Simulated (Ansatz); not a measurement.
C$_{5}$H$_{6}$N, charge +1, singlet, geometry from GFN2-xTB; Ansatz (a quantum-chemistry and plane-wave program) with B3LYP/cc-pVDZ.

Here is a job for Ansatz.
Ansatz 0.2 input:
```yaml
crystal:
  periodic: [false, false, false]
  atoms:
    - {symbol: N, position_ang: [-0.00300257, -0.00278217, 1.30927041]}
    - {symbol: C, position_ang: [0.00324592, 0.00300766, -1.41538575]}
    - {symbol: C, position_ang: [0.00158461, 1.17076713, 0.66910507]}
    - {symbol: C, position_ang: [-0.00464209, -1.17360018, 0.66410906]}
    - {symbol: C, position_ang: [-0.00155375, -1.19967832, -0.71622101]}
    - {symbol: C, position_ang: [0.00482705, 1.20271135, -0.71110135]}
    - {symbol: H, position_ang: [0.00572175, 0.00530176, -2.49497163]}
    - {symbol: H, position_ang: [0.00261701, 2.07147618, 1.26547810]}
    - {symbol: H, position_ang: [-0.00840101, -2.07683562, 1.25663777]}
    - {symbol: H, position_ang: [-0.00287879, -2.14464987, -1.23615694]}
    - {symbol: H, position_ang: [0.00852759, 2.14988403, -1.22700500]}
    - {symbol: H, position_ang: [-0.00533904, -0.00494713, 2.32808872]}
basis:
  gaussian:
    orbitals: cc-pVDZ
hamiltonian:
  xc: b3lyp
total_charge: 1
accuracy: high
```

Q: Predict the main parts of the log of this Ansatz run.

A: 
```
Functional definition: B3LYP
2763 factors; integrals over basis functions are off by at most 3.5e-9 eV
mean field evaluation 1: about -6755.6649 eV, gradient 6.4e1 eV
mean field evaluation 2: about -6753.5944 eV, gradient 7.3e1 eV
mean field evaluation 4: about -6766.3298 eV, gradient 3.8e0 eV
mean field evaluation 8: about -6766.6338 eV, gradient 5.5e-1 eV
mean field evaluation 16: about -6766.6345 eV, gradient 3.2e-5 eV
mean field -6766.63454213 eV, -248.6692328335 hartree, gradient 4.8e-8 eV, S^2 0.000000; 0 other end points of the search recorded, 0 dependent functions left out
reference -6766.63458147 eV, -248.6692342794 hartree; 21, 21 occupied and 93, 93 virtual orbitals, 2763 factors
Total energy: -6766.63458147 eV, -248.6692342794 hartree
```
